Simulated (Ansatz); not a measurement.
A calculation with Ansatz (development build ahead of 0.2.0).

```yaml
crystal:
  periodic: [false, false, false]
  atoms:
    - { symbol: H, position_ang: [-0.93371, -0.92622, -0.9291] }
    - { symbol: Li, position_ang: [-0.92367, -0.92808, 0.92356] }
    - { symbol: Li, position_ang: [-0.92018, 0.92846, -0.92713] }
    - { symbol: H, position_ang: [-0.92098, 0.93556, 0.92358] }
    - { symbol: Li, position_ang: [0.93789, -0.92065, -0.93625] }
    - { symbol: H, position_ang: [0.93897, -0.93819, 0.93502] }
    - { symbol: H, position_ang: [0.93082, 0.932, -0.9384] }
    - { symbol: Li, position_ang: [0.92028, 0.92229, 0.9268] }
basis:
  gaussian: { orbitals: def2-SVP }
hamiltonian:
  xc: hf
```

The input is written out in the form of the current development build from the run's settings.

Results

```
Converged                       : yes
Total energy                    : -32.13005 hartree
Spin squared of the determinant : 0.000
```
